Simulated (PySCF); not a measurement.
AlH5O2Si.

```xyz
9

Al    -0.5669     0.8537     0.8687
H     -1.9595     0.8186     1.5790
O      0.4539     2.1638     1.2177
H      1.3333     2.3307     0.8678
O     -0.0916    -0.3693    -0.2099
Si     0.2788    -1.6136    -1.2258
H     -0.5515    -2.8139    -0.9129
H      1.7182    -1.9847    -1.0849
H      0.0270    -1.2153    -2.6422
```

Geometry: B3LYP-D3(BJ)/def2-SVP. One conformer was computed; it need not be the lowest.

Calculation: PBE0/pcSseg-1 (PySCF). Non-relativistic, no solvent.

Computed absolute GIAO shielding of each atom: isotropic value and principal components (ppm):
```tsv
atom	σ(iso)	σ11	σ22	σ33	span
Al1	455.5	401.6	457.8	507.2	105.6
H2	27.4	23.7	25.2	33.3	9.7
O3	293.9	237.8	285.2	358.7	120.9
H4	29.4	21.8	23.2	43.1	21.4
O5	296.7	260.5	311.0	318.4	57.9
Si6	394.5	353.1	354.4	475.9	122.8
H7	26.1	23.0	24.5	30.9	7.9
H8	26.2	23.0	24.6	31.0	8.0
H9	26.2	23.0	24.6	31.1	8.1
```
